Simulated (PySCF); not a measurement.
BBr from Hartree–Fock to correlated methods

State: ¹Σ⁺ (singlet), closed shell. Set-up: basis B jorge-DZP-DKH, Br jorge-DZP-DKH; spin-free X2C with a Gaussian nucleus; PySCF 2.14. De refers to B + Br in their high-spin ground configurations, without counterpoise correction. A positive dipole means B(−)Br(+).

| Level | Re (Å) | ωe (cm⁻¹) | De (eV) | μ (D) |
| --- | --- | --- | --- | --- |
| RHF | 1.893 | 694 | 2.97 | 0.91 |
| RHF-MP2 | 1.845 | 756 | 4.26 | n/a |
| RHF-SCS-MP2 | 1.855 | 740 | 4.11 | n/a |
| RHF-CCSD | 1.861 | 733 | 4.03 | n/a |
| RHF-CCSD(T) | 1.863 | 728 | 4.15 | n/a |
| PBE | 1.911 | 658 | 4.76 | 1.51 |
| revPBE | 1.920 | 647 | 4.54 | 1.42 |
| r²SCAN | 1.901 | 668 | 4.57 | 1.41 |
| PBE0 | 1.892 | 686 | 4.51 | 1.37 |
| r²SCAN0 | 1.888 | 688 | 4.36 | 1.30 |
| MN15 | 1.883 | 693 | 4.62 | 1.30 |

Problem. Which functional lies closest to RHF-CCSD(T) in De, which farthest, and by how much do they differ from it?

Solution. Closest is r²SCAN0 (+2.5 pm in Re, -5.5 % in ωe, +0.21 eV in De against RHF-CCSD(T) in the same basis), farthest PBE (+4.8 pm in Re, -9.6 % in ωe, +0.61 eV in De). CCSD(T) converges more slowly with the basis than the functionals do and binds too weakly in this one, so the order can change at the basis-set limit.

Problem. What does a quarter of exact exchange do here, going from PBE to PBE0?

Solution. PBE0 less PBE: -1.9 pm in Re, +4.3 % in ωe, -0.25 eV in De. Exact exchange removes part of the self-interaction that spreads semilocal densities, and in most molecules shortens and stiffens the bond and lowers De; so it does here.

Problem. What does the step from GGA to meta-GGA do here, going from PBE to r²SCAN?

Solution. r²SCAN less PBE: -1.0 pm in Re, +1.5 % in ωe, -0.19 eV in De. 

Correlated steps freeze 10 core orbitals. Correlated levels converge slowly with the basis: in double zeta they bind strong bonds too weakly, by up to about 1 eV, and carry superposition errors of some tenths. Where the molecule has an RHF reference, its open-shell atoms are computed with UHF.
